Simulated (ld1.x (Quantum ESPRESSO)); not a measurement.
## titanium (Ti): variants of one PAW potential

Base potential:

titanium, PAW, made with ld1.x (Quantum ESPRESSO) 7.5 (PBE, scalar-relativistic). Core [Ar], reference 3d2 4s0 4p0 (charge +2). Waves: 4s (bound, empty): rcut 2.15, rcutus 2.70 bohr; 4s channel at -0.45 Ry: rcut 2.15, rcutus 2.70 bohr; 4p (bound, empty): rcut 2.85, rcutus 3.20 bohr; 4p channel at 0.45 Ry: rcut 2.85, rcutus 3.20 bohr; 3d (bound): rcut 2.10, rcutus 2.85 bohr; 3d channel at 1.75 Ry: rcut 2.10, rcutus 2.85 bohr. Local part: all-electron potential smoothed inside 2.75 bohr (lloc = -1). Core correction: Bessel-smoothed model core inside 1.35 bohr. Augmentation charge: BESSEL, radius 2.30 bohr.

Cutoffs, loose and tight: the cutoffs (Ry, on a coarse ladder) from which the occupation-weighted sum of valence levels, in a spherical-Bessel basis at the reference potential, stays within 10 and 1 mRy of its value at 400 Ry. They do not see the model core or the augmentation charge, which bear on the density cutoff. Test errors are all-electron minus pseudo excitation energies from the reference, over the configurations 3d2 4s2 4p0; 3d2 4s1 4p0; 3d1 4s0 4p0; 3d3 4s0 4p0; 3d2 4s0 4p1; 3d1 4s2 4p0; 3d2 4s1 4p1. A dash means not determined; rows that change the core or the reference have their own tests.

A true bound ghost makes a file unfit for plane-wave use even where its test errors are small: the radial tests pick states by their node count and pass the ghost by.

| change | outcome | cutoff, loose | cutoff, tight | bound ghosts | largest test error (meV) |
| --- | --- | --- | --- | --- | --- |
| base | generated | 12 Ry | 12 Ry | none | test run stopped at test 1 of 7 (negative rho) |
| local potential all-electron potential smoothed inside 1.32 bohr (lloc = -1) | generated | 10 Ry | 12 Ry | s | -573 |
| local potential all-electron potential smoothed inside 1.50 bohr (lloc = -1) | generated | 10 Ry | 12 Ry | s | -573 |
| local potential all-electron potential smoothed inside 1.88 bohr (lloc = -1) | generated | 10 Ry | 12 Ry | none | -574 |
| local potential all-electron potential smoothed inside 2.10 bohr (lloc = -1) | generated | 10 Ry | 12 Ry | none | -574 |
| local potential all-electron potential smoothed inside 2.54 bohr (lloc = -1) | generated | 10 Ry | 12 Ry | none | -571 |
| local potential all-electron potential smoothed inside 2.80 bohr (lloc = -1) | generated | 12 Ry | 12 Ry | none | test run stopped at test 1 of 7 (negative rho) |
| local potential all-electron potential smoothed inside 3.04 bohr (lloc = -1) | generated | 10 Ry | 12 Ry | none | test run stopped at test 1 of 7 (negative rho) |
| local potential all-electron potential smoothed inside 3.30 bohr (lloc = -1) | generated | 10 Ry | 12 Ry | none | test run stopped at test 1 of 7 (negative rho) |
| local potential all-electron potential smoothed inside 3.66 bohr (lloc = -1) | generated | 10 Ry | 12 Ry | none | test run stopped at test 1 of 7 (negative rho) |

Reading the sweep of the rcloc (base included, trends over the rows without a ghost): The loose cutoff stays near 12 Ry. Bound ghosts are found at 1.32, 1.5 bohr.
